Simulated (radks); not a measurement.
Question: Radial electron density D(r) = 4 pi r^2 rho(r) of an atom or ion with 48 electrons. Calculated with a radial shooting solver on a logarithmic mesh with Libxc functionals: scalar-relativistic Kohn-Sham, RPBE, spin-polarised, spherical densities, finite nucleus; Fermi nuclear charge, rms radius of each element as measured or else 0.836 A^(1/3) + 0.57 fm.

r (bohr)  D(r) (e/bohr)    spin D(r)
0.001398          2.615  -0.00000360
0.00191           4.454  -0.00000219
0.00261           7.447   0.00000857
0.003565          12.14    0.0000519
0.00487           19.13     0.000199
0.006654          28.76     0.000661
0.00909           40.60      0.00202
0.01242           52.68      0.00577
0.01697           61.26       0.0154
0.02318           62.60       0.0377
0.03141           57.56       0.0802
0.04291           54.39        0.146
0.05863           63.21        0.205
0.08009           77.99        0.180
0.1094            76.64       0.0507
0.1495            59.23       0.0345
0.2042            57.40        0.338
0.279             65.39        0.455
0.3811            45.62       0.0387
0.5207            21.21        0.365
0.7114            20.60         1.46
0.9718            18.98         1.28
1.328             9.627        0.437
1.814             3.879        0.314
2.478             1.773        0.437
3.385            0.6598        0.288
4.625            0.1393       0.0866
6.318           0.01412       0.0117
8.632         0.0004706     0.000445

What is the nuclear charge?

Answer: Z = 49. The innermost maximum, from 1s, lies near gamma/Z bohr with gamma = sqrt(1 - (Z/c)^2) = 0.934, here 0.0191 bohr (found: 0.0209), and its height grows with Z. The density is that of the indium ion In+ in [Ar] 3d10 4s2 4p5 4d10 5s2 5p1; the configuration itself is not fixed sharply by these data, and Z only to a few units. D(r) has 4 maxima, at r = 0.0209, 0.0925, 0.272, 0.802 bohr, and minima at 0.0409, 0.178, 0.597 bohr, inside which lie 1.99, 11.20, 29.03 electrons.
